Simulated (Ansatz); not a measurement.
Hf2Te3, relaxed as a singlet with RKS PBE0-D4/def2-SVP in Ansatz, starting from the GFN2-xTB geometry. Force threshold 0.02 eV/Å.

In the def2 sets Hf, Te take a core potential; there is no spin–orbit coupling. The restricted singlet is unstable towards broken spin symmetry at other levels; at PBE0-D4/def2-SVP this wasn't settled. The structure comes from a short search, and lower isomers may exist.

Start:

Cartesian coordinates in Å:
```
Hf -1.319 0.151 -0.723
Hf 1.318 -0.151 0.726
Te 0.630 -1.718 -1.502
Te -1.159 -0.537 1.996
Te 0.530 2.254 -0.497
```

| step | energy (eV) | largest force component (eV/Å) | SCF passes |
| --- | --- | --- | --- |
| 1 | -24497.0257 | 2.736 | 19 |
| 2 | -24497.7537 | 0.747 | 30 |
| 3 | -24497.8020 | 0.222 | 25 |
| 4 | -24497.8076 | 0.051 | 28 |
| 5 | -24497.8077 | 0.018 | 24 |

Force components are those of the run's own axes.

End:

Cartesian coordinates in Å:
```
Hf -1.1534 0.1317 -0.6341
Hf 1.1534 -0.1317 0.6340
Te 0.6477 -1.7706 -1.5458
Te -1.1921 -0.5508 2.0541
Te 0.5444 2.3215 -0.5083
```

By distances, no bond broke or formed. The bond that changes most is Hf1–Te3, from 2.81 to 2.77 Å (atoms count from 1).

No frequencies were taken in this run, so the end may be a saddle point.

It took 19 s on 4 threads of Intel Xeon Platinum 8488C on a shared host.
